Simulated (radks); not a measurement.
The numbers below are computed, except where a source is named.
The antimony anion Sb3-, [Xe], held by a Watson sphere: a shell of charge +3 at radius R that stands for the Madelung well of a crystal (potential energy -3/R inside, -3/r outside, in hartree with lengths in bohr). Level of theory: scalar-relativistic Kohn-Sham, LDA (Slater exchange, Perdew-Wang correlation), spin-polarised, spherical densities, point nucleus (a radial shooting solver on a logarithmic mesh with Libxc functionals). Response by self-consistent Sternheimer equations with the Hartree and adiabatic LDA kernel, the relativistic mass of each level held fixed and spin-orbit coupling left out. The sphere does not respond.

R (bohr)  e(4d) (eV)  e(5s) (eV)  e(5p) (eV)  <r> 5p (bohr)  sum of <r^2> (bohr^2)  X-ray form factor at sin(theta)/lambda = 0.3 1/angstrom  alpha (bohr^3)
2.43         -33.629     -15.449      -7.313          2.726                  83.60                                                   35.178           46.65
3.35         -31.518     -12.936      -5.858          3.090                  99.95                                                   35.337           80.87
3.73         -31.100     -12.173      -5.281          3.238                  107.2                                                   35.382           102.5
4.26         -30.670     -11.331      -4.561          3.439                  117.6                                                   35.415           142.3
4.63         -30.433     -10.871      -4.123          3.576                  125.1                                                   35.425           178.3
5.33         -30.081     -10.221      -3.431          3.826                  140.2                                                   35.433           269.4
5.69         -29.937      -9.972      -3.137          3.951                  148.4                                                   35.435           330.7
5.87         -29.873      -9.865      -3.004          4.013                  152.6                                                   35.436           365.8
